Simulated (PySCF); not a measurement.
# How methods differ on the ionisation energy of Ag³⁹⁺

Ag³⁹⁺ [He] 2s2 2p4 (3P) → Ag⁴⁰⁺ [He] 2s2 2p3 (4S), as a difference of total energies. Calculation: PySCF 2.14, in an uncontracted even-tempered set (19 s from 15 bohr⁻², ratio 2.2; 12 p from 19 bohr⁻², ratio 2.2; 6 d from 83 bohr⁻², ratio 2.4; 5 f from 120 bohr⁻², ratio 2.4; 4 g from 190 bohr⁻², ratio 2.4); scalar relativity by spin-free X2C-1e. Correlated levels: nothing frozen; virtual orbitals above 40 to 60 times the deepest correlated orbital energy dropped. The calculations carry no spin-orbit coupling.

```csv
method,ionisation energy (eV)
UHF,5998.5
PBE,6001.2
r2SCAN,6002.6
TPSSh,6003.0
B3LYP,6001.7
MP2 (all electrons),6000.2
SCS-MP2 (all electrons),6000.3
```

Q: Estimate what PBE0 gives.

A: 6001.0 eV, closest to PBE among the rows shown.

Q: Estimate what LDA gives.

A: 5995.1 eV, closest to UHF among the rows shown.

Spin-orbit coupling is strong in these open shells (close to jj coupling). The scalar numbers leave it out and a first-order estimate fails, so it can dominate the gap to the real levels.

For this ion Breit and QED terms and the two-electron picture change, all absent here, outweigh the differences among the correlated methods.

For comparison: 5966 ± 12 eV (semi-empirical (NIST evaluation); NIST Atomic Spectra Database, ionization energies).
